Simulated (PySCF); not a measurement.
Species: C3H8BFS.
Atom-mapped SMILES: `[F:1][CH2:2][S@@+:3]1[BH2-:4][CH2:5][CH2:6]1` (hydrogens: H7, H8 on C2; H9, H10 on B4; H11, H12 on C5; H13, H14 on C6)

Level of theory: PySCF, PBE0-D3(BJ)/def2-SVP geometry optimisation, gas phase.

Question: What internal coordinates does the optimisation give?

Answer: 
```json
{"bond": "F1–C2", "length (bohr)": "2.562", "order": "single"}
{"bond": "C2–S3", "length (bohr)": "3.420", "order": "single"}
{"bond": "S3–B4", "length (bohr)": "4.065", "order": "single"}
{"bond": "B4–C5", "length (bohr)": "3.067", "order": "single"}
{"bond": "C5–C6", "length (bohr)": "2.877", "order": "single"}
{"bond": "S3–C6", "length (bohr)": "3.485", "order": "single"}
{"bond": "C2–H7", "length (bohr)": "2.082", "order": "single"}
{"bond": "C2–H8", "length (bohr)": "2.080", "order": "single"}
{"bond": "B4–H9", "length (bohr)": "2.301", "order": "single"}
{"bond": "B4–H10", "length (bohr)": "2.299", "order": "single"}
{"bond": "C5–H11", "length (bohr)": "2.080", "order": "single"}
{"bond": "C5–H12", "length (bohr)": "2.082", "order": "single"}
{"bond": "C6–H13", "length (bohr)": "2.078", "order": "single"}
{"bond": "C6–H14", "length (bohr)": "2.081", "order": "single"}
```

Orders are formal, as drawn. A selection of angles:
```json
{"angle": "F1–C2–S3", "degrees": "111.3"}
{"angle": "F1–C2–H7", "degrees": "110.5"}
{"angle": "F1–C2–H8", "degrees": "109.9"}
{"angle": "S3–C2–H7", "degrees": "105.9"}
{"angle": "S3–C2–H8", "degrees": "109.2"}
{"angle": "H7–C2–H8", "degrees": "109.9"}
{"angle": "C2–S3–B4", "degrees": "98.0"}
{"angle": "C2–S3–C6", "degrees": "99.9"}
{"angle": "B4–S3–C6", "degrees": "71.7"}
{"angle": "S3–B4–C5", "degrees": "85.3"}
{"angle": "S3–B4–H9", "degrees": "107.0"}
{"angle": "S3–B4–H10", "degrees": "100.8"}
{"angle": "C5–B4–H9", "degrees": "121.9"}
{"angle": "C5–B4–H10", "degrees": "116.6"}
{"angle": "H9–B4–H10", "degrees": "116.2"}
{"angle": "B4–C5–C6", "degrees": "96.8"}
{"angle": "B4–C5–H11", "degrees": "115.8"}
{"angle": "B4–C5–H12", "degrees": "113.4"}
{"angle": "C6–C5–H11", "degrees": "112.8"}
{"angle": "C6–C5–H12", "degrees": "110.9"}
{"angle": "H11–C5–H12", "degrees": "106.9"}
{"angle": "C5–C6–H13", "degrees": "113.1"}
{"angle": "C5–C6–H14", "degrees": "119.5"}
{"angle": "S3–C6–C5", "degrees": "100.0"}
{"angle": "S3–C6–H13", "degrees": "104.1"}
{"angle": "S3–C6–H14", "degrees": "110.3"}
{"angle": "H13–C6–H14", "degrees": "108.5"}
```

Dihedral angles: F1–C2–S3–B4 -149° (anticlinal); C2–S3–B4–C5 82° (synclinal); S3–B4–C5–C6 19° (synperiplanar); B4–C5–C6–S3 -22° (synperiplanar); C2–S3–C6–C5 -78° (synclinal).

The 4-membered ring S3–B4–C5–C6 has internal angles of 71.7° to 100.0° (sum 354°, against 360° for a flat polygon); it is puckered, 0.14 Å rms from its mean plane, widest ring torsion 22°. The C–S distances run from 1.810 Å (C2–S3, drawn single) to 1.844 Å (S3–C6, drawn single), a spread of 0.034 Å. B4 (four-coordinate boron) has angles from 85.3° to 121.9°. S3 (sulfur bonded to B and 2 C) is pyramidal (angles 99.9°, 98.0° and 71.7°, sum 269.5°, 1.08 Å off the plane of its three neighbours). Of the pairs four or more bonds apart, C5···H8 is among the closest relative to their van der Waals radii: 2.72 Å, 94 % of the sum of Bondi's values.

Point group: C1 (no symmetry element, even within 0.4 Å). Whether it is a minimum is left open (no frequencies). The numbers are those of one conformer.
